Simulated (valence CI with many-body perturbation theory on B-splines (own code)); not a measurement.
## Sn44+: E2, E3, M1, M2 decay

Level of theory: valence CI with perturbative core correlation (CI+MBPT): four valence electrons over a frozen Dirac-Fock core [He], a basis of 11 s, 11 p, 10 d, 8 f, 5 g, 2 h functions for each j, with the one-electron correlation potential Σ1, the two-electron term Σ2, the three-electron term Σ3, Breit, model QED; selected CI, second order for the rest, scaled by the run's own slope (own B-spline code, finite nucleus).

The last digits are not significant, and no measured levels were compared; by estimate large intervals hold to a few tenths of a per cent, small ones and those within an open d or f shell to about a per cent. Among the levels kept, up to 840 cm⁻¹ of a level comes from second order outside the variational space, and about a tenth of that is noise between levels of different J, which matters for small intervals.

Lines 1 to 50 of 67 in falling wavelength, among levels below 5257.5 eV, chosen from the decays that carry over 1 % of a level's rate. Wavelengths and rates use the calculated energies. Electric multipoles are in the length gauge, E1 and E2 with the static RPA response of the core. Weak lines are less certain than strong ones. Lines between different terms over intervals too small for the method are left out, as are lines whose strength nearly cancels. The highest levels of a list are the least certain.

Levels are named by their leading jj configuration (3d3/2^4 stands for four electrons in 3d with j = 3/2), which in mixed levels can hold well under half, so a name can repeat and another be missing. Letters in brackets count levels of one name in rising energy.

```tsv
λ vac (Å)	Upper	Lower	Type	A (s⁻¹)	Branch %
843.3	(2s^2 2p1/2 2p3/2) J=2	(2s^2 2p1/2 2p3/2) J=1	M1	8.80e+03	9.4
53.09	(2s^2 2p1/2 2p3/2) J=1	(2s^2 2p1/2^2) J=0	M1	8.51e+07	100.0
50.69	(2s^2 2p3/2^2) J=2	(2s^2 2p1/2 2p3/2) J=2	M1	7.24e+07	35.1
49.95	(2s^2 2p1/2 2p3/2) J=2	(2s^2 2p1/2^2) J=0	E2	8.44e+04	90.6
47.82	(2s^2 2p3/2^2) J=2	(2s^2 2p1/2 2p3/2) J=1	M1	7.46e+07	36.2
41.91	(2s^2 2p3/2^2) J=0	(2s^2 2p1/2 2p3/2) J=1	M1	2.03e+08	73.3
3.294	(2s^2 2p3/2 3d5/2) J=4	(2s 2p3/2^3) J=2	E2	5.60e+08	3.5
3.118	(2s^2 2p3/2 3d5/2) J=4	(2s 2p1/2 2p3/2^2) J=2 [b]	E2	3.53e+08	2.2
3.082	(2s^2 2p3/2 3p1/2) J=2	(2s^2 2p3/2^2) J=0	E2	4.28e+10	2.5
3.075	(2s^2 2p3/2 3d5/2) J=4	(2s 2p1/2 2p3/2^2) J=3	E2	1.09e+09	6.7
3.071	(2s^2 2p1/2 3p1/2) J=1	(2s^2 2p1/2 2p3/2) J=2	E2	1.28e+11	26.2
3.070	(2s 2p1/2^2 3p1/2) J=0	(2s 2p1/2^2 2p3/2) J=2	E2	2.42e+11	8.6
3.069	(2s 2p1/2 2p3/2 3p3/2) J=4	(2s 2p1/2 2p3/2^2) J=2 [b]	E2	5.55e+09	2.1
3.060	(2s^2 2p1/2 3p1/2) J=1	(2s^2 2p1/2 2p3/2) J=1	E2	1.25e+11	25.5
3.056	(2s^2 2p3/2 3p1/2) J=1	(2s^2 2p3/2^2) J=2	E2	1.36e+11	6.6
3.054	(2s^2 2p3/2 3p1/2) J=2	(2s^2 2p3/2^2) J=2	E2	1.73e+11	10.1
3.051	(2s^2 2p1/2 3p1/2) J=0	(2s^2 2p1/2 2p3/2) J=2	E2	2.38e+11	13.9
3.046	(2s 2p3/2^2 3p3/2) J=4	(2s 2p3/2^3) J=2	E2	3.61e+10	10.8
3.041	(2s 2p3/2^2 3p1/2) J=0	(2s 2p3/2^3) J=2	E2	1.48e+11	24.2
3.027	(2s 2p1/2 2p3/2 3p3/2) J=4	(2s 2p1/2 2p3/2^2) J=3	E2	6.58e+10	25.1
3.024	(2s 2p1/2 2p3/2 3p3/2) J=0 [b]	(2s 2p1/2 2p3/2^2) J=2 [b]	E2	1.17e+11	5.1
3.019	(2s 2p1/2 2p3/2 3p3/2) J=1 [d]	(2s 2p1/2 2p3/2^2) J=2 [b]	E2	7.00e+10	1.5
3.013	(2s^2 2p3/2 3p3/2) J=3	(2s^2 2p3/2^2) J=2	E2	6.55e+10	1.2
3.012	(2s 2p1/2 2p3/2 3p3/2) J=1 [d]	(2s 2p1/2 2p3/2^2) J=1 [a]	E2	5.45e+10	1.2
3.010	(2s 2p1/2^2 3p3/2) J=2	(2s 2p1/2^2 2p3/2) J=2	E2	8.61e+10	1.8
3.009	(2s^2 2p1/2 3p3/2) J=2	(2s^2 2p1/2 2p3/2) J=2	E2	8.54e+10	11.0
3.003	(2s 2p1/2 2p3/2 3p3/2) J=4	(2s 2p1/2 2p3/2^2) J=2 [a]	E2	3.91e+09	1.5
2.998	(2s^2 2p1/2 3p3/2) J=2	(2s^2 2p1/2 2p3/2) J=1	E2	3.86e+10	5.0
2.996	(2s 2p3/2^2 3p3/2) J=0	(2s 2p3/2^3) J=2	E2	5.61e+10	3.0
2.985	(2s^2 2p3/2 3p3/2) J=0	(2s^2 2p3/2^2) J=2	E2	2.40e+11	2.7
2.977	(2s 2p1/2 2p3/2 3d5/2) J=5	(2s 2p1/2 2p3/2^2) J=3	M2	3.12e+09	27.6
2.977	(2s 2p1/2 2p3/2 3d5/2) J=5	(2s 2p1/2 2p3/2^2) J=3	E3	1.32e+08	1.2
2.960	(2s 2p1/2 2p3/2 3p3/2) J=0 [b]	(2s 2p1/2 2p3/2^2) J=2 [a]	E2	4.14e+10	1.8
2.958	(2s^2 2p3/2 3d5/2) J=4	(2s^2 2p3/2^2) J=2	M2	2.93e+09	18.1
2.958	(2s^2 2p3/2 3d5/2) J=4	(2s^2 2p3/2^2) J=2	E3	1.96e+08	1.2
2.893	(2s^2 2p3/2 3d5/2) J=4	(2s 2p1/2^2 2p3/2) J=2	E2	1.85e+09	11.4
2.857	(2s 2p3/2^2 3p3/2) J=4	(2s 2p1/2 2p3/2^2) J=3	E2	6.77e+10	20.2
2.850	(2s 2p1/2 2p3/2 3p3/2) J=4	(2s 2p1/2^2 2p3/2) J=2	E2	1.37e+11	52.2
2.850	(2s 2p3/2^2 3p3/2) J=0	(2s 2p1/2 2p3/2^2) J=2 [b]	E2	1.38e+11	7.3
2.844	(2s 2p1/2 2p3/2 3p3/2) J=1 [d]	(2s 2p1/2^2 2p3/2) J=1	E2	8.96e+10	1.9
2.838	(2s^2 2p1/2 3p3/2) J=2	(2s^2 2p1/2^2) J=0	E2	1.14e+11	14.8
2.836	(2s 2p3/2^2 3p3/2) J=4	(2s 2p1/2 2p3/2^2) J=2 [a]	E2	1.04e+11	31.1
2.835	(2s^2 2p3/2 3p3/2) J=3	(2s^2 2p1/2 2p3/2) J=1	E2	6.02e+10	1.1
2.819	(2s^2 2p3/2 3p3/2) J=0	(2s^2 2p1/2 2p3/2) J=2	E2	1.32e+11	1.5
2.806	(2s 2p1/2 2p3/2 3d5/2) J=5	(2s 2p1/2^2 2p3/2) J=2	E3	3.57e+08	3.2
2.795	(2s^2 2p3/2 3d5/2) J=4	(2s^2 2p1/2 2p3/2) J=2	M2	1.04e+09	6.4
2.785	(2s^2 2p3/2 3d5/2) J=4	(2s^2 2p1/2 2p3/2) J=1	E3	2.34e+08	1.4
2.727	(2p1/2 2p3/2^2 3d3/2) J=4	(2s 2p1/2 2p3/2^2) J=2 [b]	E2	3.88e+11	32.9
2.723	(2p1/2^2 2p3/2 3d3/2) J=2	(2s 2p1/2^2 2p3/2) J=1	E2	2.65e+11	1.2
2.723	(2s 2p1/2 2p3/2 3d3/2) J=4	(2s^2 2p1/2 2p3/2) J=2	E2	2.24e+11	50.8
```
